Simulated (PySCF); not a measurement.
## Ionisation energy of S⁺ by level of theory

S⁺ [Ne] 3s2 3p3 (4S) → S²⁺ [Ne] 3s2 3p2 (3P), as a difference of total energies. Calculation: PySCF 2.14, in aug-cc-pV(T+d)Z; the non-relativistic Hamiltonian (point nucleus). Correlated levels: valence: [Ne] frozen. The calculations carry no spin-orbit coupling.

| method | ionisation energy (eV) |
| --- | --- |
| UHF | 22.721 |
| MP2 (valence) | 23.342 |
| SCS-MP2 (valence) | 23.154 |
| CCSD (valence) | 23.273 |
| CCSD(T) (valence) | 23.312 |

Task: How much does correlation contribute at CCSD(T) (valence)?

Result: 23.312 − (22.721) = 0.591 eV, measured against UHF.

A first-order spin-orbit estimate (lowest level to lowest level, LS coupling) adds -0.061 eV.

Errors of the correlated levels include the incompleteness of this basis and the frozen core.

For comparison: 23.338 eV (measured; NIST Atomic Spectra Database, ionization energies).
